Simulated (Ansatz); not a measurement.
Reaction (cleavage of the Si–B bond): `N[SiH](F)BCl` + `[OH][SbH2]` → `N[SiH](F)[O][SbH2]` + `BCl`

Isolated molecules relaxed with PBE0-D4/def2-TZVP in Ansatz; ΔE leaves out vibrations. CCSD(T)/CBS adds triple-zeta CCSD(T) − MP2 to the extrapolated MP2 energy (def2 sets, frozen cores). This one scheme is used for every species. DFT in def2-TZVPP. B3LYP here is the variant with VWN-RPA as its local correlation; programs differ in this. def2 core potentials past Kr. For Sb outer-core shells are correlated without core-valence functions, which leaves a few kJ/mol of doubt a bond. One conformer a species, not always the lowest.

| level | ΔE (kJ/mol) |
| --- | --- |
| B3LYP-D4 | -158.6 |
| ωB97M-V | -161.7 |
| PBE | -133.5 |
| SCS-MP2/def2-TZVPP | -169.2 |

Question: What does CCSD(T)/CBS give? (An estimate is asked.)

Answer: The calculation gave: -159.7 kJ/mol. The listed levels differ from it by 1.1, -2.0, 26.2, -9.5 kJ/mol.

Largest T1 diagnostic among the species: 0.014.

The D4 term adds −4.2 kJ/mol with B3LYP and −2.2 kJ/mol with PBE0; it sums over pairs of atoms, weighted by their polarisabilities, and B3LYP, whose exchange is more repulsive, gets the larger term. In def2-TZVPP, CCSD(T) changes the Hartree–Fock value by +18.0 kJ/mol (the triples alone add +2.4 kJ/mol) and MP2 by +11.5 kJ/mol. From PBE to PBE0 (25 % exact exchange), in def2-TZVPP and without D4, ΔE moves by −10.7 kJ/mol.
